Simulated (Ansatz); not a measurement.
Relaxation of CH$_{5}$InS (8 atoms, charge 0, multiplicity 1), to a largest force component of 0.03 eV/Å in at most 50 steps.

The calculation used RKS PBE-D4/def2-SVP (Ansatz).

```xyz
8
Properties=species:S:1:pos:R:3
In -0.081 -1.010 -0.117
H -0.477 0.986 -2.367
S -0.538 -2.326 -1.853
H -0.529 0.281 -2.427
C 0.352 0.345 1.492
H -0.590 0.826 1.818
H 1.059 1.112 1.123
H 0.804 -0.214 2.332
```

Question: Where does it end, and by what steps?

Answer: It converged. The force dipped under the threshold on the way, but the program's further checks kept it going. After 6 steps the energy has fallen by 0.169 eV; H2 moved furthest, 0.44 Å.

| step | energy less start (eV) | largest force component (eV/Å) | accepted |
| --- | --- | --- | --- |
| 0 | 0.0000 | 2.749 | yes |
| 1 | -0.1499 | 0.254 | yes |
| 2 | -0.1609 | 0.111 | yes |
| 3 | -0.1663 | 0.075 | yes |
| 4 | -0.1673 | 0.088 | yes |
| 5 | -0.1690 | 0.025 | yes |
| 6 | -0.1695 | 0.019 | yes |

```xyz
8
Properties=species:S:1:pos:R:3
In -0.066 -1.139 0.005
H -0.515 1.304 -2.674
S -0.510 -2.606 -1.610
H -0.558 0.534 -2.659
C 0.359 0.297 1.543
H -0.589 0.765 1.867
H 1.040 1.065 1.132
H 0.839 -0.219 2.396
```

Whether the end is a true minimum wasn't checked by a vibrational analysis.

Time of the run: 5.3 s on 2 threads of AMD EPYC 9R45 96-Core Processor (Zen 5), with other jobs on the host, peak memory 0.14 GiB.
